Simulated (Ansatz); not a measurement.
Saddle point of Si$_{4}$H$_{11}$ClO$_{4}$, closed shell (Si₄H₉ClO₃ ([SiH3][O][Si]([Cl])([O][SiH3])[O][SiH3]) + H₂O → Si₃H₇ClO₃ ([OH][Si]([Cl])([O][SiH3])[O][SiH3]) + SiH₄O ([OH][SiH3]); bonds formed: Si1–O10, O2–H9; bonds broken: Si1–O2, H9–O10), PBE0-D4/def2-TZVP structure:

Si1  (0.557, -0.714, 0.225)
O2  (0.731, 1.064, -0.315)
Si3  (-0.258, 1.942, -1.316)
O4  (0.320, -0.301, 1.776)
Si5  (0.141, 1.102, 2.617)
O6  (-0.707, -0.926, -0.774)
Si7  (-1.655, -2.176, -1.295)
Cl8  (0.987, -2.774, 0.613)
H9  (1.918, 0.566, -0.510)
O10  (2.202, -0.521, -0.460)
H11  (-0.244, 1.393, -2.695)
H12  (0.280, 3.326, -1.340)
H13  (-1.638, 1.949, -0.780)
H14  (-0.938, 1.945, 2.042)
H15  (1.414, 1.868, 2.621)
H16  (-0.213, 0.729, 4.007)
H17  (-2.724, -1.550, -2.112)
H18  (-0.870, -3.109, -2.138)
H19  (-2.260, -2.896, -0.150)
H20  (2.957, -0.919, -0.016)
(Å)

Energies are electronic, without zero-point energy. Barriers and step energies count from the start structure reached by relaxing down the imaginary mode; all methods use the PBE0-D4 structures, on which another method's saddle can fall below an end. Computed with Ansatz 0.2.0 (basis: def2-TZVPP, with def2-QZVPP for the basis limit); correlated methods freeze the cores. B3LYP uses VWN-RPA correlation. Extrapolation: Hartree–Fock as exp(−7.88 √X), correlation as X^−2.97.

```tsv
method	barrier (kJ/mol)	step energy (kJ/mol)
SPW92	67.3	9.2
PBE-D4	?	10.6
BLYP-D4	130.2	13.5
r2SCAN-D4	120.1	15.5
B97M-V	138.9	18.4
PBE0-D4	121.3	14.3
B3LYP-D4	138.4	16.0
r2SCAN0-D4	?	17.6
BHLYP-D4	153.4	20.5
CAM-B3LYP-D4	135.8	16.3
wB97X-V	131.7	16.6
wB97M-V	?	17.3
B2PLYP	140.4	17.6
PBE-QIDH	127.3	17.9
RPA on PBE	132.8	16.8
HF	205.5	26.0
MP2	126.6	18.2
CCSD	145.2	19.1
CCSD(T)	133.2	17.4
```

Fill in the withheld barriers. (An estimate is asked for; the value comes from the calculation.)

Computed: wB97M-V 127.5; PBE-D4 108.7; r2SCAN0-D4 128.4 kJ/mol. Each is the energy of the saddle less that of the start structure, by the same method.

For comparison, the barrier by CCSD(T) at an estimated basis limit (MP2 extrapolated from triple and quadruple zeta, plus CCSD(T) − MP2 in triple zeta) is 134.4 kJ/mol.

T1 diagnostic: at most 0.012.

Labels in which every atom is bracketed show which atoms are joined, not bond orders.

For scale, one of the runs: CCSD(T)/def2-TZVPP, 488 basis functions, launched by `ansatz run in.yaml --threads 4 --pin off --events-out ev --progress --plain --max-ram 66560MiB --backend cuda --devices 0, --max-vram 37GiB`. The run took 66 s on 4 CPU threads of an AMD EPYC 7R13 and a share of one NVIDIA H100 (shared host), with 1.3 GiB of host memory at its peak.
